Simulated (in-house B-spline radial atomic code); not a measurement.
The numbers below are computed, except where a source is named.
**Extrapolating the RPA correlation energy in partial waves: Cd2+**

All-electron RPA on PBE0 orbitals from an all-electron radial atomic-structure program (B-spline basis), scalar-relativistic (spin-free one-electron X2C), finite nucleus, configuration [Kr] 4d10. With empty states up to angular momentum L the sums are:

```csv
L,E_c(L) (hartree)
4,-2.992134
5,-3.238056
6,-3.359036
```

For large l each further wave adds A/(l + 1/2)⁴, because the basis must build the cusp where two electrons meet.

Problem. Estimate the limit from L = 5 and L = 6.

Solution. Wave 6 adds -0.120980, against a sum of (l + 1/2)⁻⁴ of 5.60204e-04, so A = -215.96. The sum over l > 6 is ζ(4, 7.5) = 9.6207e-04, close to 1/(3 × 7³) = 9.7182e-04. The tail is -0.207766 and the limit -3.56680 hartree.

Problem. How good is the estimate?

Solution. A run to L = 11 sums to -3.50195 and extrapolates to -3.53087 hartree, 2.26 millihartree from the run before, so it has not settled and is itself too deep. The estimate differs from that by -35.93 millihartree, while the bare sum at L = 6 misses 171.8 millihartree (4.9 %).
